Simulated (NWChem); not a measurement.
Species: C$_{3}$H$_{7}$FSi; SMILES C=C(F)[SiH2]C

Results from NWChem. Pople sets run with spherical d functions. Each level has its own optimisation. Brackets give each atom's bonded neighbours. One conformer.

```json
[
 {"level": "Hartree-Fock/STO-3G", "r C–C (Å)": "1.316", "r C–H [C(CHH)–H(C)] (Å)": "1.080", "r C–F (Å)": "1.366", "r C–Si [C(CFSi)–Si(CCHH)] (Å)": "1.877", "dipole (D)": "1.22"},
 {"level": "B3LYP/3-21G", "r C–C (Å)": "1.327", "r C–H [C(CHH)–H(C)] (Å)": "1.083", "r C–F (Å)": "1.400", "r C–Si [C(CFSi)–Si(CCHH)] (Å)": "1.905", "dipole (D)": "1.31"},
 {"level": "Hartree-Fock/6-31G*", "r C–C (Å)": "1.316", "r C–H [C(CHH)–H(C)] (Å)": "1.074", "r C–F (Å)": "1.351", "r C–Si [C(CFSi)–Si(CCHH)] (Å)": "1.889", "dipole (D)": "1.47"},
 {"level": "PBE0/def2-SVP", "r C–C (Å)": "1.333", "r C–H [C(CHH)–H(C)] (Å)": "1.092", "r C–F (Å)": "1.350", "r C–Si [C(CFSi)–Si(CCHH)] (Å)": "1.891", "dipole (D)": "1.22"}
]
```
